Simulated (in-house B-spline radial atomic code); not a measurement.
Values are calculated unless marked as measured or tabulated.
## Sn ion on As atom: potential, deflection and energy transfer

The pair potential comes from two frozen, spherical free-atom densities (PBE, B-spline radial code, scalar-relativistic past argon): electrostatics plus the change in Thomas-Fermi kinetic and Dirac exchange energy where they overlap, the recipe behind the universal ZBL potential, which averages such potentials (from solid-state densities) over many pairs. It is written V = (Z1 Z2 e²/r) φ(r/a), with e² = 14.3996 eV·Å and a = 0.46850 Å/(Z1^0.23 + Z2^0.23); ZBL's fit is φ = 0.18175 e^(−3.1998x) + 0.50986 e^(−0.94229x) + 0.28022 e^(−0.4029x) + 0.02817 e^(−0.20162x). Where φ falls below 4e-4 it is continued as an exponential.

Masses 118.71 and 74.92 u.

```
x = r/a  φ, this pair    φ, ZBL
    0.1         0.888    0.8928
    0.5         0.613    0.6096
    1.5         0.302    0.2995
      3        0.1318    0.1292
      5       0.05271   0.05224
      8       0.01721   0.01705
     12      0.004738   0.00474
     17      0.001276  0.001212
```

Q: At x = 3 the electrostatic, kinetic and exchange parts are 3021.09, 7807.19 and -373.17 eV. Find r, V and φ.

A: a = 0.46850/(2.4590 + 2.2349) = 0.09981 Å, so r = 0.29943 Å. V = 3021.09 + 7807.19 + (-373.17) = 10455.11 eV. The bare repulsion is 50 × 33 × 14.3996/0.29943 = 79349 eV, so φ = 0.1318, +1.9 % against ZBL's 0.1292. The kinetic (Pauli) term is 75 % of V here.

Q: The ion comes in at 61.52 keV with impact parameter 0.4990 Å. The scattering integral gives a centre-of-mass angle of 10.88° and a closest approach of 5.244 a. What are the reduced energy, the energy passed on and the laboratory angles?

A: ε = E a M2/(Z1 Z2 e² (M1 + M2)) = 61520 × 1.6254e-06 = 0.1. The most that one collision can pass on is γE with γ = 4 M1 M2/(M1 + M2)² = 0.9489. Here T = γE sin²(θ/2) = 0.9489 × 61520 × 0.008995 = 525.1 eV. The ion turns by arctan(sin θ/(cos θ + M1/M2)) = 4.2°, and the struck atom leaves at (180° − θ)/2 = 84.6°. The closest approach is 0.523 Å. With ZBL the angle would be 10.78° and T = 515.4 eV.
